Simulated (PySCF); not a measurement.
CH₃Si, charge +1, multiplicity 1.

```xyz
5

C      0.0000     0.0000    -1.0999
Si     0.0000     0.0000     0.5632
H      0.0000     0.9337    -1.6613
H      0.0000    -0.9337    -1.6613
H      0.0000     0.0000     2.0380
```
Charge +1, spin multiplicity 1.

Coordinates come from a r2SCAN-D4/def2-TZVP optimisation. A frequency run showed that this geometry is not a minimum. The spin state was assumed, not searched. The isomer is the one that the SMILES or the coordinates give; other isomers of the formula were not compared.

The numbers are results of PySCF with HF/pcSseg-2, not measurements. Non-relativistic, no solvent.

Computed absolute GIAO shielding of each atom: isotropic value and principal components (ppm):
| atom | σ(iso) | σ11 | σ22 | σ33 | span |
|---|---|---|---|---|---|
| C1 | 122.4 | -64.5 | 177.6 | 254.2 | 318.8 |
| Si2 | -153.9 | -434.6 | -113.8 | 86.7 | 521.3 |
| H3 | 23.1 | 20.6 | 24.0 | 24.8 | 4.2 |
| H4 | 23.1 | 20.6 | 24.0 | 24.8 | 4.2 |
| H5 | 19.5 | 17.7 | 20.0 | 20.8 | 3.1 |
